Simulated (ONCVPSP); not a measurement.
## LDA (Perdew-Wang 92) ONCV dataset for bismuth, scalar-relativistic all-electron reference.

| Quantity | Value |
| --- | --- |
| Element | bismuth |
| Generator | ONCVPSP 4.0.1 |
| Type | optimised norm-conserving Vanderbilt (ONCV) |
| Functional | LDA (Perdew-Wang 92) |
| Relativity | scalar-relativistic |
| Frozen core | [Xe] 4f14 |
| Valence charge | 15 |
| Reference configuration | 5d10 6s1 6p4 |
| Partial waves | 6s: rc 0.85 bohr, ncon 4, nbas 9, qcut 7.4 1/bohr, 2 projectors, debl 0.8 Ha; 6p: rc 2.05 bohr, ncon 4, nbas 9, qcut 3.4 1/bohr, 3 projectors, debl 2.9 Ha; 5d: rc 2.00 bohr, ncon 4, nbas 9, qcut 8.6 1/bohr, 3 projectors, debl 1.1 Ha |
| Local potential | polynomial inside 0.60 bohr (lpopt 1, dvloc0 0 Ha) |
| Core correction | polynomial model core, fcfact 0.45 |

Question: Does this generation succeed?

Answer: No. ONCVPSP 4.0.1 stopped with "oncvpsp: lschvkbb ERROR 1 0 100": the bound-state solver with the separable projectors failed. The 6s radius of 0.85 bohr lies inside the outermost node of the all-electron wave at 0.98 bohr.
